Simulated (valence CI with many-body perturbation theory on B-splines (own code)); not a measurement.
Ir46+: calculated level list

Level of theory: valence CI with perturbative core correlation (CI+MBPT): three valence electrons over a frozen Dirac-Fock core [Ar] 3d10, a basis of 9 s, 9 p, 8 d, 6 f, 3 g, 1 h functions for each j, with the one-electron correlation potential Σ1 (screened to all orders), the two-electron term Σ2, the three-electron term Σ3, Breit, model QED; selected single and double excitations, second order for the rest, scaled by the run's own slope (own B-spline code, finite nucleus).

The last digits are not significant, and no measured levels were compared; by estimate large intervals hold to a few tenths of a per cent, small ones and those within an open d or f shell to about a per cent.

Levels 1 to 35 of 35, with energies above the lowest level, (4s^2 4p1/2) J=1/2. "Leading %" is the weight of the configuration and term that name the level; weights of strongly mixed levels are sums over their largest components and can fall short, so below about 35 % the name and the second component can differ from the true leading terms, or belong to a minority configuration. In the jj column 3d3/2^4 stands for four electrons in 3d with j = 3/2. Lifetimes count E1, E2, E3, M1 and M2 decay at the calculated energies, and are blank where another channel may lead or the interval is too uncertain; long ones can be off by a factor of two.

| No. | Configuration | Term | J | E (eV) | Leading % | Lifetime | Leading jj | g |
| --- | --- | --- | --- | --- | --- | --- | --- | --- |
| 1 | 4s2 4p | 2P° | 1/2 | 0.00 | 100 |  | 4s^2 4p1/2 (100 %) | 0.658 |
| 2 | 4s 4p2 | 4P | 1/2 | 104.57 | 56 | 28.4 ps | 4s 4p1/2^2 (98 %) | 2.166 |
| 3 | 4s2 4p | 2P° | 3/2 | 121.43 | 99 | 105 ns | 4s^2 4p3/2 (99 %) | 1.329 |
| 4 | 4s 4p2 | 4P | 3/2 | 211.80 | 90 | 143 ps | 4s 4p1/2 4p3/2 (99 %) | 1.652 |
| 5 | 4s 4p2 | 2D | 5/2 | 220.77 | 59 | 62.7 ps | 4s 4p1/2 4p3/2 (98 %) | 1.354 |
| 6 | 4s 4p2 | 2D | 3/2 | 233.35 | 62 | 1.94 ps | 4s 4p1/2 4p3/2 (95 %) | 0.983 |
| 7 | 4s 4p2 | 2P | 1/2 | 235.79 | 70 | 1.04 ps | 4s 4p1/2 4p3/2 (98 %) | 1.245 |
| 8 | 4s2 4d | 2D | 3/2 | 293.15 | 94 | 636 fs | 4s^2 4d3/2 (94 %) | 0.815 |
| 9 | 4s2 4d | 2D | 5/2 | 315.26 | 86 | 4.05 ps | 4s^2 4d5/2 (86 %) | 1.239 |
| 10 | 4p3 | 2P° | 3/2 | 337.96 | 46 | 2.24 ps | 4p1/2^2 4p3/2 (94 %) | 1.323 |
| 11 | 4s 4p2 | 4P | 5/2 | 341.77 | 49 | 2.12 ps | 4s 4p3/2^2 (87 %) | 1.393 |
| 12 | 4s 4p2 | 2S | 1/2 | 357.13 | 69 | 1.50 ps | 4s 4p3/2^2 (99 %) | 1.908 |
| 13 | 4s 4p2 | 2P | 3/2 | 360.84 | 62 | 717 fs | 4s 4p3/2^2 (97 %) | 1.196 |
| 14 | 4s 4p 4d | 4F° | 3/2 | 375.46 | 79 | 14.8 ps | 4s 4p1/2 4d3/2 (98 %) | 0.501 |
| 15 | 4s 4p 4d | 4F° | 5/2 | 383.19 | 48 | 24.1 ps | 4s 4p1/2 4d3/2 (96 %) | 1.037 |
| 16 | 4s 4p 4d | 4D° | 1/2 | 397.01 | 60 | 613 fs | 4s 4p1/2 4d3/2 (98 %) | 0.397 |
| 17 | 4s 4p 4d | 4D° | 3/2 | 398.42 | 37 | 594 fs | 4s 4p1/2 4d3/2 (91 %) | 1.295 |
| 18 | 4s 4p 4d | 4P° | 5/2 | 409.66 | 39 | 2.57 ps | 4s 4p1/2 4d5/2 (98 %) | 1.357 |
| 19 | 4s 4p 4d | 4F° | 7/2 | 415.42 | 46 | 3.44 ps | 4s 4p1/2 4d5/2 (96 %) | 1.246 |
| 20 | 4s 4p 4d | 2F° | 5/2 | 421.39 | 46 | 3.11 ps | 4s 4p1/2 4d5/2 (92 %) | 1.059 |
| 21 | 4s 4p 4d | 2D° | 3/2 | 422.45 | 41 | 1.96 ps | 4s 4p1/2 4d5/2 (82 %) | 1.143 |
| 22 | 4p3 | 2D° | 3/2 | 458.36 | 45 | 710 fs | 4p1/2 4p3/2^2 (88 %) | 1.380 |
| 23 | 4p3 | 2D° | 5/2 | 458.61 | 86 | 1.12 ps | 4p1/2 4p3/2^2 (86 %) | 1.157 |
| 24 | 4p3 | 2P° | 1/2 | 465.33 | 94 | 1.06 ps | 4p1/2 4p3/2^2 (94 %) | 0.659 |
| 25 | 4s2 4f | 2F° | 5/2 | 492.84 | 86 | 3.77 ps | 4s^2 4f5/2 (86 %) | 0.859 |
| 26 | 4p2 4d | 2D | 3/2 | 497.91 | 39 | 6.28 ps | 4p1/2^2 4d3/2 (98 %) | 0.773 |
| 27 | 4s2 4f | 2F° | 7/2 | 500.04 | 75 | 2.95 ps | 4s^2 4f7/2 (75 %) | 1.154 |
| 28 | 4s 4p 4d | 4D° | 3/2 | 505.84 | 43 | 794 fs | 4s 4p3/2 4d3/2 (99 %) | 1.320 |
| 29 | 4s 4p 4d | 4P° | 1/2 | 505.90 | 86 | 871 fs | 4s 4p3/2 4d3/2 (99 %) | 2.300 |
| 30 | 4s 4p 4d | 4D° | 5/2 | 506.05 | 51 | 715 fs | 4s 4p3/2 4d3/2 (92 %) | 1.258 |
| 31 | 4s 4p 4d | 4D° | 7/2 | 511.51 | 36 | 1.02 ps | 4s 4p3/2 4d3/2 (65 %) | 1.266 |
| 32 | 4s 4p 4d | 4F° | 9/2 | 520.19 | 100 | 128 ns | 4s 4p3/2 4d5/2 (100 %) | 1.329 |
| 33 | 4s 4p 4d | 2D° | 3/2 | 520.94 | 64 | 567 fs | 4s 4p3/2 4d3/2 (79 %) | 0.983 |
| 34 | 4s 4p 4d | 2P° | 1/2 | 529.75 | 73 | 444 fs | 4s 4p3/2 4d3/2 (93 %) | 0.586 |
| 35 | 4p2 4d | 2D | 5/2 | 529.77 | 31 | 2.71 ps | 4p1/2^2 4d5/2 (96 %) | 1.192 |

The ionisation energy to 4s2 1S_0 of the next ion comes out as 2501.5 eV (NIST: 2500 ± 4 eV (theoretical)). All 35 levels together are meant to be complete up to 531.97 eV.
